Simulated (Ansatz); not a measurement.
Ansatz (a quantum-chemistry and plane-wave program) input (B3LYP-D3(BJ)/def2-TZVP):

Ansatz 0.2 input:
```yaml
crystal:
  periodic: [false, false, false]
  atoms:
    - {symbol: Cr, position_ang: [0.06963137, -0.11697769, -0.05120609]}
    - {symbol: F, position_ang: [1.63445205, -0.41188040, -0.64684768]}
    - {symbol: F, position_ang: [-0.00758287, 0.79035078, 1.47772950]}
    - {symbol: F, position_ang: [-0.80838510, 1.22241066, -0.82988116]}
    - {symbol: F, position_ang: [-0.90281043, -1.53906947, 0.00981975]}
basis:
  gaussian:
    orbitals: def2-TZVP
hamiltonian:
  xc: b3lyp
  dispersion: d3bj
magnetization: {spin_polarized: true, initial_magnetization: 2}
relax: {f_tol: 0.002, max_steps: 150}
```

End of the output:

```
relax step   4: F+E_penalty+E_count = -39298.96021145 eV  Δ(F+E_penalty+E_count) = -6.593e-5 eV  max|allowed force component| = 5.244e-4 eV/Å  Δτ_max = 0.0033 Å  (37 SCF iters, accepted)
integrals: 0.08 GiB planned
1110 factors; their error is unknown
mean field: 1.08 GiB planned
mean field evaluation 64: about -39298.8328 eV, gradient 9.5e-6 eV
mean field -39298.83282086 eV, -1444.2054684609 hartree, gradient 9.5e-6 eV, S^2 2.011973; 3 other end points of the search recorded, 0 dependent functions left out
the calculation of the forces begins
reference -39298.83307758 eV, -1444.2054778952 hartree; 31, 29 occupied and 138, 140 virtual orbitals, 1110 factors
Total energy: -39298.96046817 eV, -1444.2101594130 hartree
Atom 0 at    -0.002893    -0.011092    -0.008106 Å, force    -0.000158     0.000455     0.000178 eV/Å
Atom 1 at     1.565022    -0.328711    -0.609088 Å, force     0.000121    -0.000208    -0.000081 eV/Å
Atom 2 at     0.111584     0.628557     1.572443 Å, force     0.000220     0.000056     0.000516 eV/Å
Atom 3 at    -0.784480     1.118778    -1.024426 Å, force    -0.000150     0.000222    -0.000495 eV/Å
Atom 4 at    -0.903929    -1.462699     0.028792 Å, force    -0.000033    -0.000524    -0.000118 eV/Å
Dipole moment:     0.000078    -0.000105    -0.000050 e Å
```

The spin state was set by rule; other spins were not relaxed.
